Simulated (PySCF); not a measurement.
C2H4N2OSi, SMILES O[Si@H]1C=NC=N1. Geometry: r2SCAN-D4/def2-SVP. The structure was generated by enumeration; whether it is a known compound was not checked. Other conformers were not sampled.

These are PySCF with r2SCAN-D4/def2-SVP values and carry that method's errors.

Harmonic wavenumbers (cm⁻¹): 134, 171, 275, 406, 422, 502, 647, 708, 747, 754, 815, 854, 887, 940, 976, 1007, 1273, 1341, 1576, 1671, 2278, 3117, 3129, 3881. Rotational constants (GHz): 6.192, 2.650, 2.102; symmetry number 1.

Problem. Work out the zero-point energy and the ideal-gas rigid-rotor harmonic-oscillator thermochemistry at 298.15 K and 1 atm.

Solution. ZPE = ½ Σ hcν = ½ × 28509 cm⁻¹ = 40.76 kcal/mol. H − E(el) = 45.21 kcal/mol. Entropy in cal/(mol K): translation 39.72, rotation 26.64, vibration 11.43, total 77.79. G − E(el) = 22.02 kcal/mol. Cp = 24.14 cal/(mol K). Modes under 150 cm⁻¹ make the vibrational entropy uncertain.
